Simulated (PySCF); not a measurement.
Fe²⁺ (iron, charge +2) across methods

[Ar] 3d6, high-spin 5D determinant. Calculation: PySCF 2.14, in ANO-RCC-VTZP (6s5p3d2f1g, 59 functions); scalar relativity by spin-free X2C-1e.

```json
{"method": "PBE", "E (hartree)": "-1271.471", "mean ε 3p β (eV)": "-75.569", "mean ε 3d α (eV)": "-27.132", "mean ε 3d β (eV)": "-23.626", "Σ⟨r²⟩ (bohr²)": "16.37", "⟨S²⟩": "6.001"}
{"method": "wB97X", "E (hartree)": "-1271.751", "mean ε 3p β (eV)": "-81.262", "mean ε 3d α (eV)": "-31.889", "mean ε 3d β (eV)": "-28.234", "Σ⟨r²⟩ (bohr²)": "16.15", "⟨S²⟩": "6.002"}
{"method": "LC-wPBE", "E (hartree)": "-1271.544", "mean ε 3p β (eV)": "-81.189", "mean ε 3d α (eV)": "-32.295", "mean ε 3d β (eV)": "-28.718", "Σ⟨r²⟩ (bohr²)": "16.27", "⟨S²⟩": "6.001"}
{"method": "PBE0", "E (hartree)": "-1271.506", "mean ε 3p β (eV)": "-78.943", "mean ε 3d α (eV)": "-29.698", "mean ε 3d β (eV)": "-25.780", "Σ⟨r²⟩ (bohr²)": "16.18", "⟨S²⟩": "6.002"}
{"method": "UHF", "E (hartree)": "-1270.54651", "mean ε 3p β (eV)": "-87.652", "mean ε 3d α (eV)": "-36.710", "mean ε 3d β (eV)": "-31.242", "Σ⟨r²⟩ (bohr²)": "15.94", "⟨S²⟩": "6.003"}
{"method": "B97-3", "E (hartree)": "-1271.584", "mean ε 3p β (eV)": "-79.227", "mean ε 3d α (eV)": "-29.722", "mean ε 3d β (eV)": "-25.914", "Σ⟨r²⟩ (bohr²)": "16.15", "⟨S²⟩": "6.002"}
{"method": "LDA", "E (hartree)": "-1269.138", "mean ε 3p β (eV)": "-75.680", "mean ε 3d α (eV)": "-27.352", "mean ε 3d β (eV)": "-23.576", "Σ⟨r²⟩ (bohr²)": "16.40", "⟨S²⟩": "6.001"}
```

**Question.** Estimate the same row for r2SCAN.

**Answer.** E (hartree) = -1271.688; mean ε 3p β (eV) = -76.460; mean ε 3d α (eV) = -27.526; mean ε 3d β (eV) = -23.664; Σ⟨r²⟩ (bohr²) = 16.19; ⟨S²⟩ = 6.002.
